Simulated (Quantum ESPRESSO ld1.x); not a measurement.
Question: The mean radii <r> (bohr) of the occupied orbitals of an atom or ion are listed with their occupations. All-electron calculation, scalar-relativistic Kohn-Sham, exchange-only PBE, spin-unpolarised, spherical densities, point nucleus. Program: ld1.x of Quantum ESPRESSO 7.5.

orbital  occ.     <r>
1s          2  0.1306
2s          2  0.6960
2p          6  0.6855

Name the element and its charge.

Answer: Z = 12, magnesium, charge +2: Mg2+ in [Ne]. The 1s radius gives Z: for a bare nucleus <r> = (2 gamma + 1)/(2Z) with gamma = sqrt(1 - (Z/c)^2), 0.1247 bohr for Z = 12, and screening makes it slightly larger (0.1306 here). The occupations add up to 10, and the charge is Z minus that.
